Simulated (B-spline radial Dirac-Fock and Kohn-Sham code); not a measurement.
Relativistic shifts of the levels of Ge⁺

System: germanium as Ge⁺, configuration [Ar] 3d10 4s2 4p1.

Both columns are ΔSCF binding energies of the configuration average from an atomic code on a B-spline grid: non-relativistic Hartree-Fock with a point nucleus, and Dirac-Fock with a finite nucleus and the Coulomb interaction alone, averaged over the two j levels with weights 2j+1.

```tsv
shell	Hartree-Fock (eV)	Dirac-Fock (eV)	shift (eV)	shift (%)
1s	10987.5	11144.7	+157.26	+1.43
2s	1403.5	1438.5	+35.02	+2.50
2p	1240.5	1248.5	+7.95	+0.64
3s	198.2	203.8	+5.67	+2.86
3p	143.0	144.2	+1.22	+0.85
3d	47.48	46.52	-0.95	-2.01
4s	22.52	22.92	+0.40	+1.79
4p	15.15	15.15	0.00	-0.03
```

Relativity binds 1s, 2s, 2p, 3s, 3p, 4s more strongly, among those listed most of all 3s in relative terms, and 3d more weakly, because the contracted s and p shells screen the nucleus better.

Values without a named source are computed, but for edge energies of neutral atoms, which are taken from tables.
